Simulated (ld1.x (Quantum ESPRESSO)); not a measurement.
**What one change does to a pseudopotential (vanadium (V), PAW)**

```
Element                 : V (Z = 23)
Generator               : ld1.x (Quantum ESPRESSO) 7.5
Type                    : PAW
Functional              : LDA (PZ)
Relativity              : scalar-relativistic
Frozen core             : [Ar]
Valence charge          : 5
Reference configuration : 3d3 4s2 4p0
Partial waves           : 4s (bound): rcut 2.30, rcutus 2.85 bohr; 4s channel at 0.05 Ry: rcut 2.30, rcutus 2.85 bohr; 4p (bound, empty): rcut 2.60, rcutus 2.85 bohr; 4p channel at 2.25 Ry: rcut 2.60, rcutus 2.85 bohr; 3d (bound): rcut 1.85, rcutus 2.40 bohr; 3d channel at 1.9 Ry: rcut 1.85, rcutus 2.40 bohr
Local potential         : all-electron potential smoothed inside 1.80 bohr (lloc = -1)
Core correction         : Bessel-smoothed model core inside 2.50 bohr
Augmentation charge     : PSQ, radius 2.00 bohr
```

Change: functional PBE.

Cutoffs: the cutoffs (Ry, on a coarse ladder) from which the occupation-weighted sum of valence levels, in a spherical-Bessel basis at the reference potential, stays within 10 and 1 mRy of its value at 400 Ry; they do not see the model core or the augmentation charge, which bear on the density cutoff. Errors are all-electron minus pseudo energies relative to the spin-unpolarised reference configuration.

**Question.** What does the change do?

**Answer.** The potential gets neither clearly harder nor softer (18 Ry and 25 Ry → 18 Ry and 25 Ry); the number of tests with a reliable result goes from 9 to 7; of the 7 tests that both files solve, the error grows in 0 and shrinks in 2 by more than 15 % and 0.3 meV (median size 11.4 → 3.2 meV); neither file shows a bound ghost.

```csv
quantity,base,changed
"cutoff, loose",18 Ry,18 Ry
"cutoff, tight",25 Ry,25 Ry
bound ghosts,none,none
"error for 3d3 4s1 4p0, meV [ΔE 7.94 → 7.73 eV]",-1.4,-0.6
"error for 3d3 4s0 4p0, meV [ΔE 22.49 → 22.03 eV]",-11,-3.2
"error for 3d2 4s0 4p0, meV [ΔE 51.64 → 50.93 eV]",-547,-523
"error for 3d3 4s1 4p1, meV [ΔE 3.41 → 3.35 eV]",-0.5,-0.5
"error for 3d3.5 4s1.5 4p0, meV [ΔE 0.03 → 0.05 eV]",-21,-23
"error for 3d3 4s1.5 4p0, meV [ΔE 3.18 → 3.09 eV]",-0.4,-0.3
"error for 3d1 4s0 4p0, meV [ΔE 97.78 → 96.80 eV]",-2799,-2717
s: phases at 3.11 bohr within 0.05 rad from the reference energy up to (Ry; the scan ends near 5),to the end of the scan,to the end of the scan
p: phases at 3.11 bohr within 0.05 rad from the reference energy up to (Ry; the scan ends near 5),3.5,3.5
d: phases at 3.11 bohr within 0.05 rad from the reference energy up to (Ry; the scan ends near 5),4.3,4.4
lowest overlap eigenvalue by channel,"s 0.31, p 0.59, d 0.84","s 0.31, p 0.59, d 0.84"
```
